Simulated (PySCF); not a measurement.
# Bond length, frequency and bond energy of HgBi⁺ by level of theory

State: ³Σ⁻ (triplet), unpaired electrons π ↑↑. Set-up: Hg def2-SVP with ECP60, Bi def2-SVP with ECP60; scalar-relativistic core potentials (PySCF 2.14). De refers to Hg + Bi⁺ in their high-spin ground configurations, without counterpoise correction. The functionals are run spin-unrestricted. A positive dipole points towards Bi; it is taken about the centre of mass and depends on that origin.

```
       Level  Re (Å)  ωe (cm⁻¹)  De (eV)  μ (D)
        ROHF   2.983       93.8      n/a  -0.14
    ROHF-MP2   2.886        108      n/a    n/a
ROHF-SCS-MP2   2.918        102      n/a    n/a
         PBE   2.897        103      n/a   0.53
      PBEsol   2.844        112      n/a   0.45
        PW91   2.893        104      n/a   0.55
      r²SCAN   2.863        110      n/a   0.25
       M06-L   2.913        104      n/a   0.29
        PBE0   2.881        107      n/a   0.24
   CAM-B3LYP   2.893        105      n/a   0.40
```

(1) What does a quarter of exact exchange do here, going from PBE to PBE0?

(2) What does the step from GGA to meta-GGA do here, going from PBE to r²SCAN?

Correlated steps freeze 4 core orbitals. Spin–orbit coupling is left out, which matters for elements this heavy, above all for dissociation energies. The state is the lowest determinant that a PBE0 search found; another state may lie lower at other levels.

Results:

(1) PBE0 less PBE: -1.6 pm in Re, +3.9 % in ωe. Exact exchange removes part of the self-interaction that spreads semilocal densities, and in most molecules shortens and stiffens the bond and lowers De; so it does here.

(2) r²SCAN less PBE: -3.4 pm in Re, +6.8 % in ωe.
